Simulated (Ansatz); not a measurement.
Ansatz (a first-principles code) input (B3LYP/6-311+G**): The .json file is the Basis Set Exchange's 6-311+G**.

Ansatz 0.2 input:
```yaml
crystal:
  periodic: [false, false, false]
  atoms:
    - {symbol: B, position_ang: [-0.00000000, -0.00000000, -1.12599825]}
    - {symbol: Cl, position_ang: [0.00000000, 0.00000000, 0.46627717]}
    - {symbol: H, position_ang: [-0.00000000, -0.00000000, -2.29672064]}
basis:
  gaussian:
    orbitals: 6-311+G__.json
hamiltonian:
  xc: {name: B3LYP}
total_charge: 1
output: {forces: true}
```

Output:

```
WARN ansatz: RAYON_NUM_THREADS=1 ignored (pool sized by the plan → 1); use --threads N
Functional definition: B3LYP
integrals: 0.01 GiB planned
486 factors; integrals over basis functions are off by at most 7.3e-4 eV
mean field: 0.12 GiB planned
mean field evaluation 1: about -13205.2507 eV, gradient 2.8e1 eV
mean field evaluation 2: about -13205.3570 eV, gradient 2.8e1 eV
mean field evaluation 4: about -13207.0401 eV, gradient 1.2e0 eV
mean field evaluation 8: about -13207.0431 eV, gradient 1.1e-3 eV
mean field -13207.04307041 eV, -485.3498807822 hartree, gradient 2.5e-5 eV, S^2 0.000000; 0 other end points of the search recorded, 0 dependent functions left out
the calculation of the forces begins
reference -13207.04334549 eV, -485.3498908913 hartree; 11, 11 occupied and 48, 48 virtual orbitals, 486 factors
Total energy: -13207.04334549 eV, -485.3498908913 hartree
Atom 0 at    -0.000000    -0.000000    -1.125998 Å, force    -0.000000     0.000000    -0.196992 eV/Å
Atom 1 at     0.000000     0.000000     0.466277 Å, force     0.000000    -0.000000     0.164650 eV/Å
Atom 2 at    -0.000000    -0.000000    -2.296721 Å, force     0.000000    -0.000000     0.032341 eV/Å
Dipole moment:     0.000000     0.000000    -0.647414 e Å
```

The dipole moment of an ion depends on the origin.
